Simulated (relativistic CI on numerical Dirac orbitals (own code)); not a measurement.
## Ru5+ (4d3) in a crystal field

Calculated by Dirac-Coulomb-Breit CI, separate exchange-only KLI orbitals for each configuration, QED by a radiative potential, valence Slater integrals scaled by 0.9, one configuration in a parametric crystal field (own radial code). With so little scaling, terms lie 10 to 35 % too far apart, which can change the order of excited levels.

Field parameters in Wybourne normalisation: Oh B⁴₀ = 21Dq, B⁴₄ = √(5/14) B⁴₀. The field is a parameter set, without covalency.

S is read from ⟨S²⟩ = S(S + 1).

Powder χT (cm³ K mol⁻¹) by Van Vleck's formula, with temperature-independent terms:

| Field | 2 K | 5 K | 10 K | 20 K | 50 K | 100 K | 200 K | 300 K |
| --- | --- | --- | --- | --- | --- | --- | --- | --- |
| Oh, 10Dq = 8500 cm⁻¹ | 1.1 | 1.11 | 1.11 | 1.11 | 1.12 | 1.13 | 1.15 | 1.17 |
| Oh, 10Dq = 15350 cm⁻¹ | 1.42 | 1.42 | 1.42 | 1.42 | 1.43 | 1.43 | 1.45 | 1.46 |
| Oh, 10Dq = 22150 cm⁻¹ | 1.55 | 1.55 | 1.55 | 1.55 | 1.56 | 1.56 | 1.57 | 1.58 |
| Oh, 10Dq = 28950 cm⁻¹ | 1.63 | 1.63 | 1.63 | 1.63 | 1.63 | 1.63 | 1.64 | 1.65 |
| Oh, 10Dq = 35800 cm⁻¹ | 1.67 | 1.67 | 1.67 | 1.67 | 1.67 | 1.68 | 1.68 | 1.69 |
| Oh, 10Dq = 42600 cm⁻¹ | 1.7 | 1.7 | 1.7 | 1.7 | 1.71 | 1.71 | 1.71 | 1.72 |

For Oh, 10Dq = 22150 cm⁻¹: what effective moment follows at 300 K?

μ_eff = √(8χT) = 3.55 μB. The ground level has S = 1.50; the spin-only moment for S = 3/2 is 3.88 μB. The difference comes from the orbital moment, spin-orbit mixing of terms and temperature-independent paramagnetism, all larger in this ionic model than in covalent complexes.
